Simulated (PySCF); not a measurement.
## Spinor energies of Hg(78+) (mercury, charge +78)

Start: 1s2. Calculated with PySCF 2.14 in an even-tempered Gaussian basis (15 s from 280 bohr⁻², ratio 2.4; 11 p from 370 bohr⁻², ratio 2.4; 3 d from 1100 bohr⁻², ratio 2.6; 3 f from 1700 bohr⁻², ratio 2.6): generalised Hartree-Fock with the X2C-1e Hamiltonian and a Gaussian nucleus; one run each with spin-orbit coupling (SO) switched off, then screened by Boettger's factors, then bare.

```csv
spinor shell,electrons,"ε, spin-free (eV)","ε, screened SO (eV)","ε, bare SO (eV)",weight of nominal j (screened SO),"rms radius, screened SO (bohr)"
1s1/2,2,-94382.2,-94382.2,-94382.2,1.000,0.0186
```

```tsv
quantity	spin-free	screened SO	bare SO
E (hartree)	-6998.56566	-6998.56566	-6998.56566
M_J	0	0	0
⟨J²⟩	0.000	0.000	0.000
⟨L²⟩	0.000	0.000	0.000
⟨S²⟩	0.000	0.000	0.000
```

Breit and QED terms are absent; they matter most for the inner s and p1/2 levels.

Densities and radii are taken from the X2C orbitals without a picture-change correction, which distorts them close to the nucleus.

Without spin-orbit coupling the j labels of p, d and f shells carry no meaning; the spin-free column gives the mean over the occupied spinors of each nl shell.
